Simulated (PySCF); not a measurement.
# Static response to an electric field

Species: 1-methylnaphthalene, C₁₁H₁₀.
Cartesian coordinates in Å at the PBE0-D3(BJ)/def2-SVP level; atoms count from 1:
```
atom  x, y, z in Å
C1    -2.3952   -0.9057    0.1789
C2    -1.3570    0.1761    0.1604
C3    -1.7228    1.5036    0.2526
C4    -0.7653    2.5421    0.2377
C5     0.5716    2.2493    0.1295
C6     1.0033    0.9014    0.0316
C7     2.3780    0.5704   -0.0812
C8     2.7882   -0.7388   -0.1746
C9     1.8330   -1.7785   -0.1600
C10    0.4917   -1.4892   -0.0515
C11    0.0325   -0.1495    0.0470
H12   -3.4035   -0.4796    0.2683
H13   -2.3666   -1.5121   -0.7409
H14   -2.2460   -1.5970    1.0243
H15   -2.7830    1.7576    0.3395
H16   -1.0970    3.5803    0.3133
H17    1.3198    3.0458    0.1175
H18    3.1105    1.3819   -0.0924
H19    3.8509   -0.9774   -0.2607
H20    2.1615   -2.8179   -0.2350
H21   -0.2328   -2.3053   -0.0412
```

Level: CAM-B3LYP/def2-SVPD (PySCF), static field, nuclei fixed, core orbitals frozen in the response. The polarisability tensor in these axes (au):

```
x   162.28 -14.70  -7.11
y   -14.70 153.25   5.12
z    -7.11   5.12  71.92
```

Problem. What are the eigenvalues, a third of the trace, and Δα (Δα² = ½Σ(αi − αj)² over the three pairs)?

Solution. Principal values 71.16, 142.38 and 173.90 au; mean 129.15 au = 19.14 Å³ = 21.29 × 10⁻⁴⁰ C²·m²/J; Δα = 91.16 au (71 % of the mean).

Problem. What is the dipole moment, and where does it point?

Solution. (-0.26, -0.24, 0.01) D, 0.36 D in size, pointing from the negative to the positive side. Measured along this direction, the outermost atoms are H18 at the negative end and H12, H14 and H13 at the positive end.

Problem. Give the eigenvalues of the traceless quadrupole moment Θ = ½Σq(3rr − r²1), origin at the centre of nuclear charge.

Solution. -11.38, 4.97, 6.41 D·Å. The values depend on the origin, since the dipole doesn't vanish. The electronic extent ⟨r²⟩ about the same centre is 1612 bohr², a root-mean-square distance of 2.44 Å for the 76 electrons.

Problem. What would n − 1 = 2πNα be for an ideal gas of these molecules at 298.15 K and 1 atm, electronic part alone?

Solution. N = p/kT = 2.4615 × 10¹⁹ cm⁻³, so n − 1 = 2π × N × 19.14 × 10⁻²⁴ cm³ = 2960 × 10⁻⁶ at long wavelengths, for an ideal gas.

Problem. What molar refraction does this α imply?

Solution. Lorentz–Lorenz: R = (4π/3)N_A α = 2.5225 cm³/(mol·Å³) × 19.14 Å³ = 48.3 cm³/mol, in the limit of long wavelengths.

Problem. Directions of the eigenvectors, and the extent of the frame along each?

Solution. Largest value along (0.80, -0.59, -0.09), where the nuclei span 6.99 Å; middle along (0.59, 0.80, 0.00), 5.86 Å; least along (0.07, -0.05, 1.00), 1.77 Å. The response follows the extents in order.

Geometry: PBE0-D3(BJ)/def2-SVP; no solvent, vibrations or thermal averaging.

These values come from a run that also computed excited states. The run took 78 s wall, 2.9 min CPU (grids of density and orbitals included) on 2 threads, Intel Xeon 6975P-C (x86_64), shared host with 192 logical CPUs at a one-minute load of 122, and the process peaked at 1.9 GiB of memory.
